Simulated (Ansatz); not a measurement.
Consider the isomerisation: `NC1[O][Al]([SH])[SiH2]1` → `O[Si]1(CS)[NH][AlH]1`.

Calculated with Ansatz (gas phase, PBE0-D4/def2-TZVP geometries, no zero-point term in ΔE). CCSD(T)/CBS is the MP2 limit (def2-TZVPP, def2-QZVPP) plus CCSD(T) − MP2 in def2-TZVPP, frozen cores. Functionals use def2-TZVPP. B3LYP here is the variant with VWN-RPA as its local correlation; programs differ in this. Each species was taken in one conformer, which may not be the lowest.

(1) Is it downhill or uphill in electronic energy at CCSD(T)/CBS, and by how much? (An estimate is asked.)

(2) What do these levels give: ωB97M-V, B3LYP, MP2/def2-TZVPP, SCS-MP2/def2-TZVPP, HF/def2-QZVPP, MP2/def2-QZVPP? (Estimate.)

Largest T1 diagnostic among the species: 0.015.

## Answers

(1) The calculation gave: Downhill: ΔE = -5.6 kcal/mol.

(2) The calculation gave: ωB97M-V -4.9, B3LYP -2.8, MP2/def2-TZVPP -6.6, SCS-MP2/def2-TZVPP -5.7, HF/def2-QZVPP -3.3, MP2/def2-QZVPP -7.7 kcal/mol.

The D4 term adds −1.0 kcal/mol with B3LYP and −0.5 kcal/mol with PBE0; it sums over pairs of atoms, weighted by their polarisabilities, and B3LYP, whose exchange is more repulsive, gets the larger term. From PBE to PBE0 (25 % exact exchange), in def2-TZVPP and without D4, ΔE moves by −0.8 kcal/mol. In def2-TZVPP, CCSD(T) changes the Hartree–Fock value by −1.3 kcal/mol (the triples alone add −0.0 kcal/mol) and MP2 by −3.9 kcal/mol.
